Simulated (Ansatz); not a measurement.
# Which level was it?

SiHBrF has 4 atoms, charge 0, and is taken as a doublet. SMILES: `F[SiH]Br`. The shape is that of a PBE0-D4/def2-TZVP optimisation.

```csv
atom,x (Å),y (Å),z (Å)
F,-1.0775,-0.2854,1.0783
Si,-0.2898,-0.2547,-0.3098
Br,1.8522,-0.6437,0.0737
H,-0.4294,1.1234,-0.8625
```

A calculation with Ansatz 0.2.0 gave:

- total energy: -2963.1413 Eh
- dipole moment: 1.29 D
- HOMO energy: -6.75 eV
- LUMO energy: -3.03 eV
- ⟨S²⟩: 0.752
- largest force: 0.985 eV/Å

Problem. Which of these levels gave the numbers?
A. PBE0/def2-SVP
B. PBE/6-311G**
C. B2PLYP/6-31G
D. HF/STO-3G

Solution. A. The others give -2963.5089 Eh (PBE/6-311G**), -2963.0153 Eh (B2PLYP/6-31G), -2928.9038 Eh (HF/STO-3G).
